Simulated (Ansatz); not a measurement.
```xyz
4

B     0.0136   -0.0481   -0.0022
F     1.2932    0.0440   -0.0166
F    -0.6680    1.1296   -0.0481
F    -0.6646   -1.1204    0.0469
```

Basis set: aug-cc-pVDZ (spherical functions). Correlated methods keep 4 orbitals frozen. Charge 0, multiplicity 1.

Computed with Ansatz (development build ahead of 0.2.0); each method stands on the lowest determinant of its kind that the runs found. Restricted open shells among the atoms or ions are ROHF, correlated in semicanonical orbitals with singles.

**Question.** Give the atomization energy at this shape (free ground-state atoms in the same class of orbitals less the molecule, no zero-point energy) of singlet BF3 by RHF-MP2, RHF.

**Answer.**

```tsv
method	atomization energy
RHF-MP2	19.69 eV
RHF	15.23 eV
```
